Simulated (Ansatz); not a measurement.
Level of theory: r2SCAN-D4/def2-SVP (Ansatz, a quantum-chemistry and plane-wave program). No frequencies were computed at this level.

Ansatz 0.2 input:
```yaml
crystal:
  periodic: [false, false, false]
  atoms:
    - { symbol: Zn, position_ang: [0.072687, 0.114662, 0.248735] }
    - { symbol: S, position_ang: [-2.189562, 0.10408, 0.37849] }
    - { symbol: H, position_ang: [-2.273197, 0.496395, 1.638926] }
    - { symbol: S, position_ang: [2.121432, 0.290163, -0.703408] }
    - { symbol: H, position_ang: [2.758395, -0.488063, 0.155261] }
basis:
  gaussian: { orbitals: def2-svp }
hamiltonian:
  xc: r2scan
  dispersion: d4
relax:
  max_steps: 150
```

Output:

```
Functional definition: r2SCAN
884 factors; their error is unknown
mean field evaluation 1: about -70106.0458 eV, gradient 3.9e1 eV
mean field evaluation 2: about -70098.2682 eV, gradient 7.1e1 eV
mean field evaluation 4: about -70109.2781 eV, gradient 1.6e0 eV
mean field evaluation 8: about -70109.2196 eV, gradient 1.7e-2 eV
mean field -70109.21958770 eV, -2576.4662981120 hartree, gradient 3.8e-5 eV, S^2 0.000000; 0 other end points of the search recorded, 0 dependent functions left out
reference -70109.21959972 eV, -2576.4662985540 hartree; 32, 32 occupied and 45, 45 virtual orbitals, 884 factors
relax step   1: F+E_penalty+E_count = -70109.24244071 eV  Δ(F+E_penalty+E_count) = +0.000e0 eV  max|allowed force component| = 1.251e0 eV/Å  Δτ_max = 0.0000 Å  (26 SCF iters, accepted)
these checks for a lower state are left out or cut short: starts, cluster_reference, orbital_swaps, neighbouring_geometries, increment
884 factors; their error is unknown
mean field evaluation 16: about -70109.4506 eV, gradient 1.2e-1 eV
mean field -70109.38345879 eV, -2576.4723202637 hartree, gradient 1.0e-5 eV, S^2 0.000000; 0 other end points of the search recorded, 0 dependent functions left out
reference -70109.38347093 eV, -2576.4723207098 hartree; 32, 32 occupied and 45, 45 virtual orbitals, 884 factors
relax step   2: F+E_penalty+E_count = -70109.40685646 eV  Δ(F+E_penalty+E_count) = -1.644e-1 eV  max|allowed force component| = 4.621e-1 eV/Å  Δτ_max = 0.1945 Å  (30 SCF iters, accepted)
these checks for a lower state are left out or cut short: starts, cluster_reference, orbital_swaps, neighbouring_geometries, increment
884 factors; their error is unknown
mean field -70109.42238511 eV, -2576.4737507794 hartree, gradient 1.9e-5 eV, S^2 0.000000; 0 other end points of the search recorded, 0 dependent functions left out
reference -70109.42239754 eV, -2576.4737512363 hartree; 32, 32 occupied and 45, 45 virtual orbitals, 884 factors
relax step   3: F+E_penalty+E_count = -70109.44579496 eV  Δ(F+E_penalty+E_count) = -3.894e-2 eV  max|allowed force component| = 1.968e-1 eV/Å  Δτ_max = 0.1945 Å  (29 SCF iters, accepted)
these checks for a lower state are left out or cut short: starts, cluster_reference, orbital_swaps, neighbouring_geometries, increment
884 factors; their error is unknown
mean field evaluation 32: about -70109.4441 eV, gradient 5.0e-5 eV
mean field -70109.44411795 eV, -2576.4745494465 hartree, gradient 1.4e-5 eV, S^2 0.000000; 0 other end points of the search recorded, 0 dependent functions left out
reference -70109.44413019 eV, -2576.4745498964 hartree; 32, 32 occupied and 45, 45 virtual orbitals, 884 factors
relax step   4: F+E_penalty+E_count = -70109.46781908 eV  Δ(F+E_penalty+E_count) = -2.202e-2 eV  max|allowed force component| = 2.348e-1 eV/Å  Δτ_max = 0.1296 Å  (30 SCF iters, accepted)
these checks for a lower state are left out or cut short: starts, cluster_reference, orbital_swaps, neighbouring_geometries, increment
884 factors; their error is unknown
mean field -70109.44766182 eV, -2576.4746796813 hartree, gradient 5.4e-5 eV, S^2 0.000000; 0 other end points of the search recorded, 0 dependent functions left out
reference -70109.44767403 eV, -2576.4746801303 hartree; 32, 32 occupied and 45, 45 virtual orbitals, 884 factors
relax step   5: F+E_penalty+E_count = -70109.47134778 eV  Δ(F+E_penalty+E_count) = -3.529e-3 eV  max|allowed force component| = 8.370e-2 eV/Å  Δτ_max = 0.0170 Å  (27 SCF iters, accepted)
these checks for a lower state are left out or cut short: starts, cluster_reference, orbital_swaps, neighbouring_geometries, increment
884 factors; their error is unknown
mean field -70109.45179917 eV, -2576.4748317263 hartree, gradient 1.1e-5 eV, S^2 0.000000; 0 other end points of the search recorded, 0 dependent functions left out
reference -70109.45181135 eV, -2576.4748321738 hartree; 32, 32 occupied and 45, 45 virtual orbitals, 884 factors
relax step   6: F+E_penalty+E_count = -70109.47552474 eV  Δ(F+E_penalty+E_count) = -4.177e-3 eV  max|allowed force component| = 1.610e-2 eV/Å  Δτ_max = 0.0750 Å  (28 SCF iters, accepted)
these checks for a lower state are left out or cut short: starts, cluster_reference, orbital_swaps, neighbouring_geometries, increment
884 factors; their error is unknown
mean field -70109.45250258 eV, -2576.4748575762 hartree, gradient 6.1e-5 eV, S^2 0.000000; 0 other end points of the search recorded, 0 dependent functions left out
reference -70109.45251476 eV, -2576.4748580237 hartree; 32, 32 occupied and 45, 45 virtual orbitals, 884 factors
relax step   7: F+E_penalty+E_count = -70109.47622296 eV  Δ(F+E_penalty+E_count) = -6.982e-4 eV  max|allowed force component| = 1.254e-2 eV/Å  Δτ_max = 0.0243 Å  (26 SCF iters, accepted)
these checks for a lower state are left out or cut short: starts, cluster_reference, orbital_swaps, neighbouring_geometries, increment
884 factors; their error is unknown
mean field -70109.45316572 eV, -2576.4748819461 hartree, gradient 9.8e-6 eV, S^2 0.000000; 0 other end points of the search recorded, 0 dependent functions left out
reference -70109.45317792 eV, -2576.4748823943 hartree; 32, 32 occupied and 45, 45 virtual orbitals, 884 factors
relax step   8: F+E_penalty+E_count = -70109.47684642 eV  Δ(F+E_penalty+E_count) = -6.235e-4 eV  max|allowed force component| = 6.933e-2 eV/Å  Δτ_max = 0.0678 Å  (29 SCF iters, accepted)
these checks for a lower state are left out or cut short: starts, cluster_reference, orbital_swaps, neighbouring_geometries, increment
884 factors; their error is unknown
mean field evaluation 64: about -70109.4535 eV, gradient 5.8e-5 eV
mean field -70109.45345313 eV, -2576.4748925083 hartree, gradient 5.8e-5 eV, S^2 0.000000; 0 other end points of the search recorded, 0 dependent functions left out
reference -70109.45346533 eV, -2576.4748929566 hartree; 32, 32 occupied and 45, 45 virtual orbitals, 884 factors
relax step   9: F+E_penalty+E_count = -70109.47713395 eV  Δ(F+E_penalty+E_count) = -2.875e-4 eV  max|allowed force component| = 5.417e-3 eV/Å  Δτ_max = 0.0097 Å  (26 SCF iters, accepted)
884 factors; their error is unknown
mean field -70109.45345313 eV, -2576.4748925083 hartree, gradient 5.8e-5 eV, S^2 0.000000; 1 other end points of the search recorded, 0 dependent functions left out
reference -70109.45346533 eV, -2576.4748929566 hartree; 32, 32 occupied and 45, 45 virtual orbitals, 884 factors
Total energy: -70109.47714615 eV, -2576.4757632105 hartree
Atom 0 at     0.005952     0.167330    -0.010733 Å, force     0.001025    -0.000318     0.000076 eV/Å
Atom 1 at    -2.083203    -0.131002     0.466742 Å, force    -0.005417    -0.003523    -0.002176 eV/Å
Atom 2 at    -1.996204     0.637214     1.578001 Å, force     0.000389     0.002777     0.003278 eV/Å
Atom 3 at     2.090199     0.469038    -0.507442 Å, force     0.003703     0.004562    -0.003076 eV/Å
Atom 4 at     2.473011    -0.625343     0.191436 Å, force     0.000300    -0.003498     0.001898 eV/Å
Dipole moment:     0.065720    -0.045679     0.253550 e Å
```

Cost: about 28 core-seconds (a rough figure).
